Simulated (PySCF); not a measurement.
Relaxation of quartet CoCl₂

These are results of UBP86/[Co def2-TZVP, Cl def2-TZVP], no relativity, density fitting, PySCF, not measurements. A (50,194) grid was used.

A hand-made bent start, of C2v symmetry, held to at least that symmetry:

```xyz
3
charge 0 multiplicity 4, angstrom
Co    0.0000    0.0000   -0.6537
Cl    1.7202    0.0000    0.5508
Cl   -1.7202    0.0000    0.5508
```

What forces act on the atoms at the start (eV/Å)?


```
atom     Fx    Fy     Fz
 Co1   0.00  0.00   0.88
 Cl2   0.32  0.00  -0.44
 Cl3  -0.32  0.00  -0.44
```

What does it relax to?

It ends at D∞h with Co–Cl 2.078 Å (×2); Cl–Co–Cl 180.0°. A frequency run shows a minimum. Other isomers or separated fragments may lie lower.

How much energy is released, and in how many steps?

53.9 kJ/mol in 10 steps.

Other spin states or occupations of the open shell can lie lower.
